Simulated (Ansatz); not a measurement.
Molecule: bromine monochloride, BrCl, charge 0, multiplicity 1. 
Structure (B3LYP-D3(BJ)/def2-TZVP (Ansatz, a quantum-chemistry and plane-wave program) minimum search):
```xyz
2

Cl     0.0000     0.0000    -1.4574
Br     0.0000     0.0000     0.7079
```

Basis-set convergence of Hartree-Fock and CCSD correlation energies (hartree) with Ansatz. Correlated levels leave the core frozen unless marked. No spin-orbit coupling. Frozen are the shells of the preceding noble gas and the d and f shells that filled before the atom's block. Non-relativistic.

| basis | functions | E(HF) | E(corr, CCSD) |
|---|---|---|---|
| def2-SVP | 50 | -3031.42246 | -0.27840 |
| def2-TZVPP | 90 | -3031.90155 | -0.38262 |
| def2-QZVPP | 159 | -3031.96505 | -0.41780 |

Extrapolating the two largest sets (X = 3 and 4) as X^-3: E(corr) = (64·(-0.41780) - 27·(-0.38262))/37 = -0.4435 Eh, an estimate of the basis-set limit. The largest set recovers 94.2 % of it, the smallest 62.8 %.
